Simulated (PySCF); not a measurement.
C3H10FNSi, SMILES CN(C)C[SiH2]F.

Geometry optimised at PBE-D3(BJ)/def2-SVP. The structure was generated by enumeration, and PubChem lists no compound with its InChIKey, so it may never have been made. The values are those of a single conformer.

All values below come from PBE-D3(BJ)/def2-SVP run with PySCF 2.14.0.

Frequencies are harmonic and unscaled.

Estimate the vibrational spectrum. (An estimate is asked for; the answer gives what the named calculation found.)


```tsv
mode	ν (cm⁻¹)	IR (km/mol)	moving atoms (share of kinetic energy)
1	32	0.3	C 35 %, H 27 %, F 26 %, Si 9 %
2	77	0.5	F 45 %, C 28 %, H 19 %
3	177	0.2	C 38 %, H 31 %, Si 19 %
4	230	2.5	H 54 %, F 19 %, C 12 %, N 9 %
5	259	0.3	H 96 %
6	279	5.7	H 63 %, C 16 %, Si 9 %
7	338	9.2	H 43 %, N 34 %, C 14 %
8	373	4.4	H 35 %, C 34 %, Si 20 %, N 10 %
9	405	2.1	H 50 %, C 40 %, N 8 %
10	553	41.1	H 60 %, Si 21 %, C 11 %
11	664	17.6	H 49 %, C 40 %
12	717	27.2	H 83 %
13	781	23.7	H 57 %, C 34 %
14	834	9.8	F 47 %, H 27 %, Si 18 %
15	859	25.4	C 59 %, H 25 %, N 12 %
16	909	195.0	H 87 %, Si 11 %
17	946	173.1	H 65 %, Si 24 %
18	1036	12.4	H 66 %, C 29 %
19	1050	14.7	H 52 %, C 36 %, N 11 %
20	1077	5.0	H 78 %, C 21 %
21	1117	12.2	H 73 %, C 17 %, N 9 %
22	1146	19.0	H 58 %, C 21 %, N 21 %
23	1225	9.4	H 67 %, C 25 %
24	1264	12.7	N 45 %, H 28 %, C 27 %
25	1286	14.3	H 43 %, N 35 %, C 22 %
26	1371	11.4	H 88 %, C 10 %
27	1374	0.4	H 86 %, C 13 %
28	1401	13.1	H 96 %
29	1402	5.7	H 91 %, C 9 %
30	1421	10.7	H 93 %
31	1423	16.1	H 89 %, C 8 %
32	1436	7.1	H 94 %
33	2168	122.1	H 97 %
34	2181	123.8	H 96 %
35	2791	67.0	H 94 %
36	2825	63.9	H 95 %
37	2840	155.0	H 95 %
38	2989	9.2	H 92 %
39	3001	29.6	H 93 %
40	3007	25.8	H 93 %
41	3057	17.9	H 90 %, C 10 %
42	3063	16.8	H 90 %, C 10 %
```
